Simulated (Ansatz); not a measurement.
Consider the ligand exchange at a B–N bond: `CN([SiH3])B[SiH3]` + HCl → `[SiH3]BCl` + `CN[SiH3]`.

Calculated with Ansatz (gas phase, PBE0-D4/def2-TZVP geometries, no zero-point term in ΔE). CCSD(T)/CBS is the MP2 limit (def2-TZVPP, def2-QZVPP) plus CCSD(T) − MP2 in def2-TZVPP, frozen cores. This one scheme is used for every species. Functionals use def2-TZVPP. B3LYP here is the variant with VWN-RPA as its local correlation; programs differ in this. One conformer a species, not always the lowest.

```json
{"level": "PBE-D4", "ΔE (kJ/mol)": "51.1", "difference from CCSD(T)/CBS": "-1.0"}
{"level": "r2SCAN-D4", "ΔE (kJ/mol)": "47.6", "difference from CCSD(T)/CBS": "-4.5"}
{"level": "PBE0-D4", "ΔE (kJ/mol)": "49.7", "difference from CCSD(T)/CBS": "-2.4"}
{"level": "ωB97M-V", "ΔE (kJ/mol)": "50.1", "difference from CCSD(T)/CBS": "-2.0"}
{"level": "PBE", "ΔE (kJ/mol)": "43.3", "difference from CCSD(T)/CBS": "-8.8"}
{"level": "r2SCAN", "ΔE (kJ/mol)": "45.1", "difference from CCSD(T)/CBS": "-7.0"}
{"level": "PBE0", "ΔE (kJ/mol)": "42.6", "difference from CCSD(T)/CBS": "-9.5"}
{"level": "B3LYP", "ΔE (kJ/mol)": "38.4", "difference from CCSD(T)/CBS": "-13.7"}
{"level": "HF/def2-TZVPP", "ΔE (kJ/mol)": "26.7", "difference from CCSD(T)/CBS": "-25.4"}
{"level": "SCS-MP2/def2-TZVPP", "ΔE (kJ/mol)": "50.1", "difference from CCSD(T)/CBS": "-2.0"}
{"level": "CCSD/def2-TZVPP", "ΔE (kJ/mol)": "50.5", "difference from CCSD(T)/CBS": "-1.6"}
{"level": "HF/def2-QZVPP", "ΔE (kJ/mol)": "26.9", "difference from CCSD(T)/CBS": "-25.2"}
{"level": "MP2/def2-QZVPP", "ΔE (kJ/mol)": "52.7", "difference from CCSD(T)/CBS": "0.6"}
{"level": "SCS-MP2/def2-QZVPP", "ΔE (kJ/mol)": "48.8", "difference from CCSD(T)/CBS": "-3.3"}
{"level": "HF/CBS(def2)", "ΔE (kJ/mol)": "26.9", "difference from CCSD(T)/CBS": "-25.2"}
{"level": "CCSD/CBS(def2)", "ΔE (kJ/mol)": "48.2", "difference from CCSD(T)/CBS": "-3.9"}
{"level": "CCSD(T)/CBS", "ΔE (kJ/mol)": "52.1", "difference from CCSD(T)/CBS": "0"}
```

Largest T1 diagnostic among the species: 0.014.

The D4 term adds +12.2 kJ/mol with B3LYP and +7.0 kJ/mol with PBE0; it sums over pairs of atoms, weighted by their polarisabilities, and B3LYP, whose exchange is more repulsive, gets the larger term. In def2-TZVPP, CCSD(T) changes the Hartree–Fock value by +27.7 kJ/mol (the triples alone add +3.9 kJ/mol) and MP2 by +27.3 kJ/mol.
